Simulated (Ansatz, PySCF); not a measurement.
Gas-phase reaction in SMILES: N[Si](N)(F)F + 3 [SiH4] (SiH4) → 2 F[SiH3] + 2 N[SiH3]
Structures are relaxed separately at B3LYP-D3(BJ)/def2-TZVP in Ansatz (a program for electronic structure), one conformer each, not searched for the lowest. Frequencies are from Ansatz or PySCF.

Property: bond separation energy (0 K, with B3LYP-D3(BJ) harmonic zero-point energies), in kJ/mol. Valence correlation only, unless marked. No spin-orbit coupling. No relativistic terms. CBS marks a two-point X^-3 extrapolation of the correlation energy; Hartree-Fock from the larger set. [CCSD(T)-MP2]/basis is that difference in the basis named.

| level | program | bond separation energy (kJ/mol) |
|---|---|---|
| HF/STO-3G | Ansatz | 106.7 |
| r2SCAN-D4/def2-TZVPD | Ansatz + dftd4 | 117.6 |
| B3LYP-D4/def2-TZVPD | Ansatz + dftd4 | 109.6 |
| PBE0/6-31G* | Ansatz | 132.7 |
| r2SCAN0/def2-TZVPD | Ansatz | 117.4 |
| MP2/STO-3G | Ansatz | 106.3 |

Question: What does RI-MP2/CBS(aug-cc-pV(T+d)Z,aug-cc-pV(Q+d)Z)+[CCSD(T)-MP2]/aug-cc-pV(T+d)Z (Ansatz) give?

Answer: 110.3 kJ/mol, so MP2/STO-3G differs from it by -4.0 kJ/mol.
